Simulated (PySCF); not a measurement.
NS, doublet (typed; the unrestricted solution is spin-contaminated), at a GFN2-xTB geometry, with bond 2-1 at 3.0 times its length; PBE0/6-31G** in PySCF.

Input for PySCF:
```python
from pyscf import gto, scf, dft

mol = gto.Mole()
mol.atom = '''
    N    -0.00000000   -0.00000000   -1.01802837
    S     0.00000000    0.00000000    3.37221897
'''
mol.basis = '6-31g**'
mol.spin = 1
mol.verbose = 5
mol.build()

mf = dft.UKS(mol)
mf.xc = 'pbe0'
mf.kernel()
mo_i, mo_e, stable_i, stable_e = mf.stability(internal=True, external=False, return_status=True, nroots=6, tol=1e-6)
print('internally stable:', stable_i, ' externally stable:', stable_e)
if not stable_i:
    umf = mf.copy()
    umf.scf_summary = {}
    umf.kernel(umf.make_rdm1(mo_i, mf.mo_occ))
mf.analyze()
```

Output, abridged:

```
PySCF version 2.14.0

[INPUT] verbose = 5
[INPUT] max_memory = 4000
[INPUT] num. atoms = 2
[INPUT] num. electrons = 23
[INPUT] charge = 0
[INPUT] spin (= nelec alpha-beta = 2S) = 1
[INPUT] symmetry False subgroup None
[INPUT] Mole.unit = angstrom
[INPUT] Symbol           X                Y                Z      unit          X                Y                Z       unit  Magmom
[...]
[INPUT] ---------------- BASIS SET ----------------
[INPUT] l, kappa, [nprim/nctr], expnt,             c_1 c_2 ...
[INPUT] S
[...]
                                3301.49           0.01423
                                754.146           0.069696
                                212.711           0.238487
                                67.9896           0.483307
                                23.0515           0.338074
[...]
                                100.71            -0.031693
                                32.1599           -0.113317
                                11.8079           0.05609
                                4.6311            0.592255
                                1.87025           0.455006
[...]
                                0.922167          0.066957
                                0.341287          1.05451
[...]
                                100.71            0.030681
                                32.1599           0.130452
                                11.8079           0.327205
                                4.6311            0.452851
                                1.87025           0.256042
[...]
                                0.922167          0.310263
                                0.341287          0.754483
[...]
[INPUT] N
[...]
                                627.4579          0.013995
                                142.9021          0.068587
                                40.23433          0.232241
                                12.82021          0.46907
                                4.390437          0.360455
[...]
                                2.71628           -0.169118
                                0.772218          1.145852
[...]
                                2.71628           0.323907
                                0.772218          0.740895
[...]
nuclear repulsion = 13.4998880548357
number of shells = 14
number of NR pGTOs = 78
number of NR cGTOs = 32
basis = 6-31g**
ecp = {}

******** <class 'pyscf.dft.uks.UKS'> ********
method = UKS
initial guess = minao
damping factor = 0
level_shift factor = 0
DIIS = <class 'pyscf.scf.diis.CDIIS'>
diis_start_cycle = 1
diis_space = 8
diis_damp = 0
SCF conv_tol = 1e-09
SCF conv_tol_grad = None
SCF max_cycles = 50
direct_scf = True
direct_scf_tol = 1e-13
number electrons alpha = 12  beta = 11
XC library pyscf.dft.libxc version 7.1.2
    S. Lehtola, C. Steigemann, M. J. T. Oliveira, and M. A. L. Marques,  SoftwareX 7, 1–5 (2018)
XC functionals = pbe0
    C. Adamo and V. Barone,  J. Chem. Phys. 110, 6158 (1999)
    M. Ernzerhof and G. E. Scuseria,  J. Chem. Phys. 110, 5029 (1999)
radial grids:
    Treutler-Ahlrichs [JCP 102, 346 (1995); DOI:10.1063/1.469408] (M4) radial grids

becke partition: Becke, JCP 88, 2547 (1988); DOI:10.1063/1.454033
pruning grids: <function nwchem_prune>
grids dens level: 3
symmetrized grids: False
atomic radii adjust function: <function treutler_atomic_radii_adjust>
small_rho_cutoff = 0
Set gradient conv threshold to 3.16228e-05
atom N rad-grids = 75, ang-grids = [ 50  50  50  50  50  50  50  50  50  50  50  50  50  50  50  50  50  50
  50  50  50  50  50  86  86  86  86  86  86  86  86  86  86 266 266 266
 266 266 266 266 302 302 302 302 302 302 302 302 302 302 302 302 302 302
 302 302 302 302 302 302 266 266 266 266 266 266 266 266 266 266 266 266
 266 266 266]
atom S rad-grids = 80, ang-grids = [ 50  50  50  50  50  50  50  50  50  50  50  50  50  50  50  50  50  50
  50  50  50  50  50  50  86  86  86  86  86  86  86  86  86  86  86  86
  86 350 350 350 350 350 350 350 350 350 434 434 434 434 434 434 434 434
 434 434 434 434 434 434 434 434 434 434 350 350 350 350 350 350 350 350
 350 350 350 350 350 350 350 350]
tot_boxes 1296, boxes in each direction [ 7  7 14]
Padding 2 grids
tot grids = 32784
nelec by numeric integration = [11.49689122 11.49689122]
E1 = -650.5986067635492  E2 = 184.99161994936927  Ecoul = 216.93515030671446  Exc = -31.94353035734519
init E= -452.107098759344
cond(S) = 12.094452431293423

  alpha mo_energy =
[-89.05930051 -14.39067851  -8.05752125  -5.9885202   -5.9885202
  -5.98851211  -0.70523619  -0.70306438  -0.27592138  -0.27567198
  -0.27567198  -0.19636341  -0.19636341  -0.19635295   0.2750309
   0.35788213   0.36082178   0.36082178   0.72371751   0.72371751
   0.73270081   0.74559072   0.74559072   0.74560313   0.74561695
   0.74579439   0.80595918   1.73925261   1.7393657    1.73939142
   1.73939142   1.73944306]
  beta  mo_energy =
[-89.05930051 -14.39067851  -8.05752125  -5.9885202   -5.9885202
  -5.98851211  -0.70523619  -0.70306438  -0.27592138  -0.27567198
  -0.27567198  -0.19636341  -0.19636341  -0.19635295   0.2750309
   0.35788213   0.36082178   0.36082178   0.72371751   0.72371751
   0.73270081   0.74559072   0.74559072   0.74560313   0.74561695
   0.74579439   0.80595918   1.73925261   1.7393657    1.73939142
   1.73939142   1.73944306]
multiplicity <S^2> = 0.75  2S+1 = 2
nelec by numeric integration = [12.00000116 10.99999752]
E1 = -655.1869218597127  E2 = 190.91940765850802  Ecoul = 222.85736599575287  Exc = -31.937958337244844
cycle= 1 E= -450.767626146369  delta_E= 1.34  |g|= 0.746  |ddm|= 1.04
  alpha mo_energy =
[-8.80567279e+01 -1.61802821e+01 -7.13031189e+00 -5.05624704e+00
 -5.05561926e+00 -5.05561454e+00 -1.83269970e+00 -1.42303268e+00
 -1.25119792e+00 -1.24780466e+00 -8.09206871e-02 -5.74433763e-02
 -4.56671288e-02 -3.70743290e-02  3.24297027e-02  2.31972387e-01
  2.40443667e-01  2.40572461e-01  7.13402179e-01  7.16848625e-01
  7.17476896e-01  7.23636768e-01  7.40447026e-01  7.42507787e-01
[...]
converged SCF energy = -452.409252377336  <S^2> = 2.7585059  2S+1 = 3.469009
<class 'pyscf.dft.uks.UKS'> wavefunction has an internal instability
internally stable: False  externally stable: None
SCF not converged.
Total Energy =                        -452.409252377336429
[...]
1 S 2py         -0.00000   0.00000  -0.00007   0.00000  -0.00000
1 S 2pz          0.00000  -0.00000   0.00000  -0.00000  -0.00000
1 S 3px         -0.00000  -0.00000  -0.00001  -0.00042  -0.00002
1 S 3py         -0.00000   0.00000  -0.00060   0.00001   0.00000
1 S 3pz         -0.00000   0.00000  -0.00000   0.00000  -0.00000
1 S 4px          0.00000   0.00001  -0.00022  -0.01571  -0.00006
1 S 4py         -0.00000   0.00039  -0.01444   0.00024   0.00000
1 S 4pz         -0.00000  -0.00000   0.00000  -0.00000  -0.00000
1 S 3dxy         0.99954   0.00000   0.00000   0.00000  -0.00000
1 S 3dyz        -0.00000   0.99953   0.02686   0.00006  -0.01507
1 S 3dz^2        0.00002   0.00000   0.00000  -0.00000  -0.00001
1 S 3dxz         0.00000   0.01506   0.00040  -0.00384   0.99988
1 S 3dx2-y2      0.03017   0.00000  -0.00000  -0.00000   0.00000
               #26       #27       #28       #29       #30
0 N 1s           0.00054  -0.00476  -0.00075  -0.00000  -0.00000
0 N 2s          -0.00146   0.01209  -0.03682  -0.00000  -0.00000
0 N 3s           0.11202  -0.98948   0.01916   0.00000   0.00000
0 N 2px         -0.00000   0.00000  -0.00000  -0.00000  -0.00004
0 N 2py          0.00000   0.00000   0.00000  -0.00005   0.00000
0 N 2pz         -0.00016   0.00131  -0.00012  -0.00000   0.00000
0 N 3px          0.00000  -0.00000  -0.00000  -0.00000  -0.00011
0 N 3py         -0.00000  -0.00000   0.00000  -0.00012   0.00000
0 N 3pz         -0.00611  -0.04194   0.00093   0.00000   0.00000
0 N 3dxy         0.00000  -0.00000  -0.00001  -0.00000  -0.00000
0 N 3dyz         0.00000  -0.00000  -0.00000   0.99989  -0.01507
0 N 3dz^2       -0.00225   0.02013   0.99910   0.00000  -0.00000
0 N 3dxz        -0.00000   0.00000  -0.00000   0.01507   0.99989
0 N 3dx2-y2     -0.00000   0.00002   0.00033   0.00000  -0.00000
1 S 1s           0.00002  -0.00002   0.00000   0.00000   0.00000
1 S 2s          -0.00024   0.00017  -0.00002  -0.00000  -0.00000
1 S 3s           0.01646   0.00203  -0.00008  -0.00000   0.00000
1 S 4s          -0.00711   0.02621  -0.00275  -0.00000  -0.00000
1 S 2px          0.00000  -0.00000   0.00000  -0.00000  -0.00000
1 S 2py         -0.00000   0.00000   0.00000  -0.00001   0.00000
1 S 2pz          0.00004  -0.00038   0.00004   0.00000  -0.00000
1 S 3px         -0.00000   0.00000   0.00000  -0.00000  -0.00012
1 S 3py          0.00000  -0.00000   0.00000  -0.00013   0.00000
1 S 3pz          0.00007  -0.00091   0.00059   0.00000   0.00000
1 S 4px         -0.00000  -0.00000   0.00000  -0.00002  -0.00128
1 S 4py          0.00000   0.00000   0.00000  -0.00124   0.00002
1 S 4pz          0.00705  -0.07316   0.00810   0.00000   0.00000
1 S 3dxy         0.01116   0.00129  -0.00000   0.00000  -0.00000
1 S 3dyz        -0.00000  -0.00000  -0.00000   0.00001  -0.00000
1 S 3dz^2        0.92185   0.10348  -0.00001  -0.00000  -0.00000
1 S 3dxz         0.00001   0.00000  -0.00000   0.00000   0.00001
1 S 3dx2-y2     -0.37027  -0.04297   0.00003   0.00000   0.00000
               #31       #32
0 N 1s           0.00000  -0.00000
0 N 2s           0.00003  -0.00000
0 N 3s           0.00002  -0.00000
0 N 2px          0.00000  -0.00000
0 N 2py          0.00000   0.00000
0 N 2pz          0.00000  -0.00000
0 N 3px          0.00000  -0.00000
0 N 3py          0.00000   0.00000
0 N 3pz          0.00001  -0.00000
0 N 3dxy         0.00000   1.00000
0 N 3dyz        -0.00000   0.00000
0 N 3dz^2       -0.00033   0.00001
0 N 3dxz         0.00000   0.00000
0 N 3dx2-y2      1.00000  -0.00000
1 S 1s          -0.00000   0.00000
1 S 2s           0.00000  -0.00000
1 S 3s          -0.00000   0.00000
1 S 4s           0.00000  -0.00000
1 S 2px         -0.00000  -0.00000
1 S 2py          0.00000  -0.00000
1 S 2pz         -0.00000   0.00000
1 S 3px         -0.00000  -0.00000
1 S 3py          0.00000  -0.00000
1 S 3pz         -0.00000   0.00000
1 S 4px         -0.00000  -0.00000
1 S 4py          0.00000  -0.00000
1 S 4pz         -0.00000   0.00000
1 S 3dxy         0.00000  -0.00000
1 S 3dyz        -0.00000   0.00000
1 S 3dz^2        0.00000  -0.00000
1 S 3dxz         0.00000   0.00000
1 S 3dx2-y2     -0.00000   0.00000

To work with the spin densities directly, `use mulliken_meta_spin()` only printing them here.

 ** Mulliken spin pop alpha/beta on meta-lowdin orthogonal AOs **
 ** Mulliken Spin Density (per AO)  **
spin_pop of  0 N 1s       -0.00001
spin_pop of  0 N 2s        0.00047
spin_pop of  0 N 3s       -0.00016
spin_pop of  0 N 2px       0.99884
spin_pop of  0 N 2py       0.99882
spin_pop of  0 N 2pz      -0.99625
spin_pop of  0 N 3px       0.00115
spin_pop of  0 N 3py       0.00116
spin_pop of  0 N 3pz      -0.00191
spin_pop of  0 N 3dxy     -0.00000
spin_pop of  0 N 3dyz      0.00000
spin_pop of  0 N 3dz^2    -0.00026
spin_pop of  0 N 3dxz      0.00000
spin_pop of  0 N 3dx2-y2   -0.00000
spin_pop of  1 S 1s        0.00000
spin_pop of  1 S 2s        0.00000
spin_pop of  1 S 3s       -0.00000
spin_pop of  1 S 4s       -0.00006
spin_pop of  1 S 2px      -0.00000
spin_pop of  1 S 2py      -0.00012
spin_pop of  1 S 2pz       0.00012
spin_pop of  1 S 3px      -0.00021
spin_pop of  1 S 3py      -0.99920
spin_pop of  1 S 3pz       0.99782
spin_pop of  1 S 4px       0.00000
spin_pop of  1 S 4py      -0.00044
spin_pop of  1 S 4pz       0.00025
spin_pop of  1 S 3dxy     -0.00000
spin_pop of  1 S 3dyz      0.00000
spin_pop of  1 S 3dz^2     0.00072
spin_pop of  1 S 3dxz      0.00000
spin_pop of  1 S 3dx2-y2   -0.00072
 ** Mulliken Spin Density (per atom)  **
spin density of  0 N =      1.00184
spin density of  1 S =     -0.00184
 ** Mulliken pop alpha/beta on meta-lowdin orthogonal AOs **
 ** Mulliken pop       alpha | beta **
[...]
In total            12.00000 | 11.00000
 ** Mulliken atomic charges   ( Nelec_alpha | Nelec_beta ) **
charge of  0N =      0.00107  (     4.00039      2.99854 )
charge of  1S =     -0.00107  (     7.99961      8.00146 )
Dipole moment(X, Y, Z, Debye):  0.00000, -0.00000, -0.02609
```

The run did not converge; its last values are not results.
